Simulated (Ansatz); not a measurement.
Redistribution: C2H4ClF + C2H4FI → C2H4ClI + C2H4F2

Species: C2H4ClF (1-chloro-1-fluoroethane) `CC(F)Cl`, singlet; C2H4FI (1-fluoro-2-iodoethane) `FCCI`, singlet; C2H4ClI `CC(Cl)I`, singlet; C2H4F2 (1,2-difluoroethane) `FCCF`, singlet. The partners trade F for I; both sit on C, so the bond types are kept.

Shapes, held fixed at every level: PBE0-D4/def2-TZVP. Flexible molecules stand in one conformer, not always the lowest. Programs: Ansatz 0.2.0. The zero-point and thermal change to 298 K, harmonic and unscaled (PBE0-D4/def2-TZVP), is -0.1 kJ/mol.

```
                level                   kind  ΔH(298 K) (kJ/mol)  less CCSD(T)/def2-TZVPP  CPU time (sum over the molecules)
     SPW92/def2-TZVPP                    LDA               +30.4                     +0.7                               13 s
    PBE-D4/def2-TZVPP                    GGA               +28.1                     -1.6                               24 s
 r2SCAN-D4/def2-TZVPP               meta-GGA               +31.9                     +2.2                               40 s
  B3LYP-D4/def2-TZVPP          global hybrid               +27.0                     -2.7                               33 s
  BHLYP-D4/def2-TZVPP          global hybrid               +28.2                     -1.5                               30 s
r2SCAN0-D4/def2-TZVPP          global hybrid               +32.0                     +2.3                               38 s
     CCSD(T)/def2-SVP  coupled cluster or CI               +30.9                     +1.2                               35 s
   CCSD(T)/def2-TZVPP  coupled cluster or CI               +29.7                      0.0                             13 min
```

The highest level, CCSD(T)/def2-TZVPP, gives ΔH(298 K) = +29.7 kJ/mol; the levels span +27.0 to +32.0. The column of differences is taken from that level and isn't an error. No measured value is set beside it here. For atoms past krypton def2 sets carry core potentials with scalar relativity. Correlated rows may include outer-core shells of I, which these sets cover unevenly. Times are processor times on shared x86 and Arm servers, and rough.
